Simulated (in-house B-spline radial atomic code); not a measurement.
A fraction x of an electron is moved 3d → 4f in Cd2+, starting from [Kr] 4d10 and keeping the highest spin. Method: scalar-relativistic (X2C) CAM-B3LYP, spin-polarised, spherical fractional occupations, Fermi nucleus of rms radius 4.6087 fm. Calculated with a B-spline radial code for spherical atoms.

Caution: exact exchange at fractional occupations of open shells leaves self-interaction of up to several eV.

```csv
x,E(x) - E(0) (eV),3d down level (eV),4f up level (eV)
0,0.0000,-421.821,-
0.125,52.4879,-425.756,-4.023
0.25,105.4363,-429.688,-4.241
0.375,158.8501,-433.615,-4.440
0.5,212.7303,-437.537,-4.629
0.625,?,?,?
0.75,321.8893,-445.354,-4.994
0.875,?,?,?
1,432.9068,-453.118,-5.348
```

(1) What belongs in the row x = 0.625?

(2) What belongs in the row x = 0.875?

(3) Check Janak's theorem between x = 0.125 and 0.25.

Answers

(1) An energy change of 267.0769 eV; 3d down at -441.450 eV, 4f up at -4.813 eV.

(2) An energy change of 377.1665 eV; 3d down at -449.244 eV, 4f up at -5.172 eV.

(3) The slope of the energy is 423.59 eV; the orbital levels give 423.59 eV (ε of the receiving orbital less ε of the emptying one, averaged over the two points).
